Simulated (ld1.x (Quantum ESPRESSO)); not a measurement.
# What one change does to a pseudopotential (Fe (Z = 26), TM)

```
Element                 : iron (Fe)
Generator               : ld1.x (Quantum ESPRESSO) 7.5
Type                    : norm-conserving Troullier–Martins (Kleinman–Bylander form)
Functional              : LDA (PZ)
Relativity              : scalar-relativistic
Frozen core             : [Ne]
Valence charge          : 16
Reference configuration : 3s2 3p6 3d6 4s0 4p0 (charge +2)
Partial waves           : 3s (bound): rc 1.40 bohr; 3p (bound): rc 1.15 bohr; 3d (bound): rc 1.85 bohr
Local potential         : all-electron potential smoothed inside 1.25 bohr (lloc = -1)
Core correction         : Bessel-smoothed model core inside 1.10 bohr
```

Change: all radii but the core radius scaled by about 0.85 (s 1.18, p 0.98, d 1.56 bohr); local potential all-electron potential smoothed inside 1.06 bohr (lloc = -1).

Cutoffs: the cutoffs (Ry, on a coarse ladder) from which the occupation-weighted sum of valence levels, in a spherical-Bessel basis at the reference potential, stays within 10 and 1 mRy of its value at 400 Ry; they do not see the model core or the augmentation charge, which bear on the density cutoff. Errors are all-electron minus pseudo energies relative to the spin-unpolarised reference configuration.

Q: What does the change do?

A: The potential gets harder (80 Ry and 140 Ry → 120 Ry and 200 Ry); of the 9 tests that both files solve, the error grows in 7 and shrinks in 1 by more than 15 % and 0.3 meV (median size 75.4 → 207.9 meV); neither file shows a bound ghost. A smaller radius makes the pseudo-wave follow the all-electron one further in, where it bends more sharply, so more plane waves are needed.

```tsv
quantity	base	changed
cutoff, loose	80 Ry	120 Ry
cutoff, tight	140 Ry	200 Ry
loose cutoff by channel (10 mRy a level)	s 40 Ry, p 55 Ry, d 70 Ry	s 55 Ry, p 55 Ry, d 90 Ry
bound ghosts	none	none
error for 3s2 3p6 3d6 4s2 4p0, meV [ΔE -25.47 eV]	+100	+321
error for 3s2 3p6 3d6 4s1 4p0, meV [ΔE -16.49 eV]	+64	+208
error for 3s2 3p6 3d5 4s0 4p0, meV [ΔE 34.53 eV]	+75	+24
error for 3s2 3p6 3d5 4s2 4p0, meV [ΔE -11.00 eV]	+310	+608
error for 3s2 3p6 3d7 4s1 4p0, meV [ΔE -26.30 eV]	+19	+111
error for 3s2 3p6 3d6 4s1 4p1, meV [ΔE -21.30 eV]	+55	+144
error for 3s2 3p6 3d7 4s0 4p0, meV [ΔE -18.61 eV]	+2.9	-2.7
error for 3s2 3p6 3d6 4s0 4p0 (spin-polarised), meV [ΔE -3.59 eV]	+271	+312
error for 3s2 3p6 3d6 4s2 4p0 (spin-polarised), meV [ΔE -28.86 eV]	+353	+607
```
